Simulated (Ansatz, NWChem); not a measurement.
## CH6Ge (methyl germane): from total energies to a heat of formation

CH6Ge: 8 atoms, total charge 0, spin state singlet. As SMILES, `[CH3][GeH3]`. Geometry: relaxed at PBE0-D4/def2-TZVP.

Total energies at r2SCAN/def2-SVPD (NWChem 7.3.0); the atoms run unrestricted:

| species | state | energy (Eh) |
| --- | --- | --- |
| CH6Ge | singlet | -2118.384422 |
| C | triplet | -37.788278 |
| Ge | triplet | -2076.648488 |
| H | doublet | -0.499209 |

Harmonic wavenumbers at PBE0-D4/def2-TZVP, in cm⁻¹: 162, 490, 490, 610, 842, 846, 846, 900, 900, 1267, 1458, 1458, 2148, 2148, 2148, 3067, 3159, 3159.

Measured heats of formation of the gaseous atoms at 298.15 K, in kJ/mol: C 716.9, Ge 372.0, H 218.0. Spin-orbit lowering of the atoms at 298 K (mean of the ground term's levels less their thermal mean, from spectra), in kJ/mol: C 0.02, Ge 10.39. Take 1 Eh = 2625.50 kJ/mol, 1 cm⁻¹ = 0.0119627 kJ/mol, RT = 2.479 kJ/mol.

Question: Work out the heat of formation of the gas at 298 K.

Answer: 
1. Electronic atomisation energy: (-37.788278) + (-2076.648488) + 6 × (-0.499209) − (-2118.384422) = 0.952402 Eh = 2500.5 kJ/mol.
2. Zero-point energy: half the sum of the wavenumbers, 13049 cm⁻¹ = 156.1 kJ/mol.
3. Thermal vibrational enthalpy, Σ hcν̃/(exp(hcν̃/kT) − 1): 4.1 kJ/mol. Translation, rotation and pV of a non-linear molecule: 4 RT = 9.9 kJ/mol.
4. The 8 free atoms carry 5/2 RT each: 49.6 kJ/mol.
5. Spin-orbit coupling lowers the free atoms by 0.02 + 10.39 = 10.4 kJ/mol.
6. Atomisation enthalpy at 298 K: 2500.5 − 10.4 − 156.1 − 4.1 − 9.9 + 49.6 = 2369.6 kJ/mol.
7. Sum of the atoms' heats of formation: 2396.9 kJ/mol. Heat of formation: 2396.9 − 2369.6 = +27.3 kJ/mol.

No measured value is set beside it here. Relativity is left out. Anharmonicity and any spin-orbit splitting of the molecule are left out.
